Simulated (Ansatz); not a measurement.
Two isomers of C3H6AlFSi: A = `C#C[SiH2][CH](F)[AlH2]`, B = `FC[C]1=[C]([SiH3])[AlH]1`.

Gas-phase electronic energies from Ansatz, PBE0-D4/def2-TZVP geometries. CCSD(T)/CBS is the MP2 limit (def2-TZVPP, def2-QZVPP) plus CCSD(T) − MP2 in def2-TZVPP, frozen cores. Functionals use def2-TZVPP. B3LYP here is the variant with VWN-RPA as its local correlation; programs differ in this. One conformer a species, not always the lowest.

(1) Which is lower in electronic energy at CCSD(T)/CBS, and by how much? (An estimate is asked.)

(2) Give E(B) − E(A) in kJ/mol with HF/def2-TZVPP, ωB97M-V, r2SCAN-D4, PBE-D4, B2PLYP, MP2/def2-TZVPP, B3LYP-D4. (An estimate is asked.)

Largest T1 diagnostic: 0.013.

Answers

(1) Computed: B, by 3.3 kJ/mol.

(2) Computed: HF/def2-TZVPP -9.7, ωB97M-V -5.4, r2SCAN-D4 -17.3, PBE-D4 -17.1, B2PLYP -8.6, MP2/def2-TZVPP -7.4, B3LYP-D4 -7.6. None reverses the order clearly.

From PBE to PBE0 (25 % exact exchange), in def2-TZVPP and without D4, E(B) − E(A) moves by −4.5 kJ/mol. The D4 term adds +4.0 kJ/mol with B3LYP and +2.0 kJ/mol with PBE0; it sums over pairs of atoms, weighted by their polarisabilities, and B3LYP, whose exchange is more repulsive, gets the larger term.
